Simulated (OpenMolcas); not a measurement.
## Mo5+: moving or changing the point charges

Mo5+ among 6 point charges of -1.5 e arranged as an octahedron (Oh), 1.92 Å from the ion.

| Quantity | Value |
| --- | --- |
| Program | OpenMolcas |
| Method | CASSCF |
| Basis | ANO-RCC-VDZP [6s5p3d1f] |
| Scalar Hamiltonian | DKH2, point nucleus |
| Active space | 1 electron in 5 orbitals (4d) |
| State averaging | 2S+1 = 2 even, 5 roots |
| Spin-orbit coupling | state interaction with AMFI integrals over the reference wave functions |

Runs around this geometry, states (labels of O, the rotations of Oh). Energies in cm-1 above the lowest state or level, χT in cm3 K/mol; under a threefold ground state the first gap can be a small split of the lowest multiplet, not the spin-orbit step; 10Dq is the gap between the two states.

| R (Å) | q (e) | Ground state | First state of that spin | 10Dq | First gap with spin-orbit (degeneracies) | χT at 300 K |
| --- | --- | --- | --- | --- | --- | --- |
| 1.92 | -1.2 | 2T2 | 2E 6945 | 6945 | 1702 (4, 2) | 0.133 |
| 1.79 | -1.5 | 2T2 | 2E 12135 | 12135 | 1581 (4, 2) | 0.114 |
| 1.92 | -1.5 | 2T2 | 2E 8678 | 8678 | 1653 (4, 2) | 0.123 |
| 2.06 | -1.5 | 2T2 | 2E 6171 | 6171 | 1730 (4, 2) | 0.139 |

Taking |10Dq| as R^-n, n = -ln(6171 / 12135) / ln(2.06 / 1.79) = 4.8 between the shortest and longest distance. The point-charge formula for a cubic d site gives n = 5.

Scaling the charges by -1.2 / -1.5 = 0.80 scales |10Dq| by 6945 / 8678 = 0.80; with fixed orbitals a first-order splitting would follow the charge.

An orbital triplet at a regular site is open to Jahn-Teller coupling, which can distort the site and quench the lowest spin-orbit gaps and is left out. This field is weak: 10Dq is about 6945 cm-1, while octahedral complexes of 4d ions of charge 3 and more, computed by the same method with explicit ligands, had a median near 25000 cm-1. Ground spin and moment need not be those of a real site (figures for R = 1.92, q = -1.2; the like holds for R = 1.79, q = -1.5, R = 1.92, q = -1.5, R = 2.06, q = -1.5). Point charges carry no covalency, so the field is a model and not that of real ligands. No measured value stands beside these numbers.
